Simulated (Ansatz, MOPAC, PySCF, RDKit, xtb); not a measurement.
Complex: AsH3 (SMILES [AsH3]) (first 4 atoms) with HI (SMILES I); geometry from B3LYP-D3(BJ)/def2-TZVP, rigid monomers moved along the line of their centres of mass till As1···H6 is 3.78 Å.
(charge 0, multiplicity 1):
```xyz
6

As     0.0328     0.5840     0.3723
H     -0.7731     1.7791    -0.1156
H     -0.2260    -0.2164    -0.8959
H      1.3454     1.1482    -0.1517
I     -0.4976    -1.4828     5.3427
H     -0.3388    -0.8631     3.8467
```

Monomers are frozen at their geometry in the pair; levels with a basis set take the counterpoise correction. RDKit's UFF carries no charges.

The state reached by PM3, PM7 isn't checked; PM7 holds dispersion and hydrogen-bond terms.

Run with Ansatz (Gaussian orbitals); MOPAC for PM3, PM7 (differences of heats of formation); PySCF for the dispersion terms; RDKit for the force fields; xtb for the GFN methods. Each number belongs to the level named beside it. In def2 rows elements past Kr take small-core potentials, without spin–orbit coupling.

| level | interaction energy (kJ/mol) |
|---|---|
| UFF | -1.2 |
| PM3 | -0.4 |
| PM7 | -5.1 |
| GFN1-xTB | -1.8 |
| HF/def2-SVPD | -2.4 |
| PBE/def2-TZVPPD | -3.4 |
| PBE-D4/def2-TZVPPD | [?] |
| r2SCAN-D3(BJ)/def2-TZVPPD | -3.6 |
| r2SCAN-D4/def2-TZVPPD | -3.4 |

Q: Some entries are withheld; supply them.

A: 
- PBE-D4/def2-TZVPPD, interaction energy (kJ/mol): -4.6

Ansatz is a first-principles code.
